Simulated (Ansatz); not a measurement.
`C=NB(F)Br` + H₂ → `C=NBF` + HBr at 600 K and 1 bar (hydrogenolysis of a B–Br bond).

Gas-phase electronic energies from Ansatz, PBE0-D4/def2-TZVP geometries. CCSD(T)/CBS adds triple-zeta CCSD(T) − MP2 to the extrapolated MP2 energy (def2 sets, frozen cores). This one scheme is used for every species. For Br outer-core shells are correlated without core-valence functions, which leaves a few kJ/mol of doubt a bond. Scalar relativity is left out up to krypton. One conformer a species, not always the lowest.

```json
{"species": "`C=NB(F)Br`", "CCSD(T)/CBS energy (Eh)": "-2791.95772", "H − E (kJ/mol)": "147.9", "S (J/(mol·K))": "397.3"}
{"species": "H₂", "CCSD(T)/CBS energy (Eh)": "-1.17544", "H − E (kJ/mol)": "43.9", "S (J/(mol·K))": "150.8"}
{"species": "`C=NBF`", "CCSD(T)/CBS energy (Eh)": "-219.19469", "H − E (kJ/mol)": "161.3", "S (J/(mol·K))": "349.4"}
{"species": "HBr", "CCSD(T)/CBS energy (Eh)": "-2573.91920", "H − E (kJ/mol)": "33.5", "S (J/(mol·K))": "219.1"}
```

H − E and S are ideal-gas, rigid-rotor, harmonic terms from PBE0-D4/def2-TZVP, for one conformer and one mirror image of each species. The MP2-based limit puts H₂ 0.8 mEh under its directly extrapolated value; such offsets cancel only in part. 1 Eh = 2625.50 kJ/mol, R = 8.31446 J/(mol·K).

**Question.** By hand: ΔE, ΔH, ΔS and ΔG.

**Answer.** ΔE = (-219.19469) + (-2573.91920) − (-2791.95772) − (-1.17544) = 0.01927 Eh = 50.6 kJ/mol. Δ(H − E) = 161.3 + 33.5 − 147.9 − 43.9 = 3.0, so ΔH = 53.6 kJ/mol. ΔS = 349.4 + 219.1 − 397.3 − 150.8 = 20.4 J/(mol·K). ΔG = 53.6 − 600 × (20.4)/1000 = 41.4 kJ/mol.

**Question.** By hand: the equilibrium constant, and the temperature at which ΔG would vanish if ΔH and ΔS stayed fixed.

**Answer.** log₁₀ K = −ΔG/(RT ln 10) = -3.6. ΔG = 0 at ΔH/ΔS = 2627 K, far beyond where these terms or the molecules hold.

ΔH outweighs TΔS. A doubt of 5 kJ/mol in ΔE shifts log₁₀ K by 0.4 here. Other conformers and mirror images would add mixing entropy, several J/(mol·K) or more a flexible species. These are equilibria of isolated gas molecules and say nothing of rates. Largest T1 diagnostic: 0.014 (customary marks: 0.02 for closed shells, 0.045 for open ones).
